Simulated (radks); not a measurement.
Neutral arsenic inside a hard spherical wall (all orbitals vanish at R), configuration held at [Ar] 3d10 4s2 4p3 and not refilled when levels cross. All-electron calculation, scalar-relativistic Kohn-Sham, LDA (Slater exchange, Perdew-Wang correlation), spin-polarised, spherical densities, point nucleus; open shells are filled with parallel spins first. Program: a radial shooting solver on a logarithmic mesh with Libxc functionals. Eigenvalues in eV for spin up, with the zero of energy where the potential of the charges vanishes at infinity; a dash marks a level that is unbound or too diffuse for the functional's potential to be trusted. A positive occupied level is held by the wall or, in an anion where self-interaction has pushed it up, behind a barrier. The pressure on the wall is -dE/dV.

| R (bohr) | E (hartree) | kinetic (hartree) | e(3p) | e(3d) | e(4s) | e(4p) | e(5s, empty) | e(5p, empty) | pressure (GPa) |
|---|---|---|---|---|---|---|---|---|---|
| free | -2257.80511 | 2300.446 | -133.17 | -40.705 | -15.326 | -5.956 | -0.513 | - | 0 |
| 15 | -2257.80511 | 2300.446 | -133.17 | -40.705 | -15.326 | -5.956 | -0.461 | 0.683 | < 0.0001 |
| 8 | -2257.80366 | 2300.460 | -133.06 | -40.596 | -15.242 | -5.871 | 0.979 | 3.766 | 0.0696 |
| 7 | -2257.79971 | 2300.490 | -132.86 | -40.394 | -15.089 | -5.710 | 2.216 | 5.775 | 0.339 |
| 6 | -2257.78485 | 2300.586 | -132.31 | -39.852 | -14.692 | -5.261 | 4.783 | 9.515 | 1.76 |
| 4 | -2257.48297 | 2302.001 | -127.22 | -34.864 | -10.797 | -0.355 | 25.011 | 34.401 | 68.9 |
| 3 | -2256.30950 | 2306.282 | -117.92 | -25.808 | -1.244 | 11.759 | 67.274 | 81.274 | 635 |
| 2.5 | -2254.28353 | 2312.872 | -108.13 | -16.241 | 12.383 | 28.295 | 119.74 | 136.94 | 2380 |
| 2 | -2248.48073 | 2330.676 | -89.209 | 2.850 | 47.121 | 68.228 | 234.23 | 254.47 | 11500 |
